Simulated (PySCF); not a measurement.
# C₆ coefficients of unlike pairs at HSE06

Calculated with PySCF 2.14 from the dipole response of each species, C₆(A,B) = (3/π) ∫ α_A(iu) α_B(iu) du, in atomic units, from isotropic polarisabilities. For ions this is the dispersion term alone; charge-induced terms of lower order in 1/R come first.

```json
{"species": "Tc+", "configuration": "[Kr] 4d5 5s1 (7S)", "basis": "aug-cc-pVTZ-PP with ECP28MDF (6s6p5d3f2g)", "relativity": "core potential", "α (bohr³)": "35.51", "C₆ (like pair)": "263.0"}
{"species": "I(2+)", "configuration": "[Kr] 4d10 5s2 5p3 (4S)", "basis": "x2c-TZVPPall with one added diffuse shell each of s, p, d, f type (9s7p5d3f)", "relativity": "spin-free X2C", "α (bohr³)": "13.86", "C₆ (like pair)": "97.33"}
{"species": "Pt", "configuration": "[Xe] 4f14 5d9 6s1 (3D)", "basis": "aug-cc-pwCVTZ-PP with ECP60MDF (8s8p7d4f3g)", "relativity": "core potential", "α (bohr³)": "39.88", "C₆ (like pair)": "377.6"}
{"species": "F+", "configuration": "[He] 2s2 2p4 (3P)", "basis": "aug-cc-pV5Z (7s6p5d4f3g2h)", "relativity": "none", "α (bohr³)": "1.824", "C₆ (like pair)": "3.384"}
```

(1) Estimate C₆ for F+ with Pt.

No spin-orbit coupling is included.

The other pairs:

| pair | C₆ |
| --- | --- |
| I(2+), Tc+ | 151.8 |
| F+, Tc+ | 24.99 |
| Pt, I(2+) | 185.2 |
| Pt, Tc+ | 314.5 |
| F+, I(2+) | 17.29 |

Answers

(1) The integral gives 30.99. The combination rule 2 C_A C_B / (C_A α_B/α_A + C_B α_A/α_B) gives 28.00 and the geometric mean 35.75.
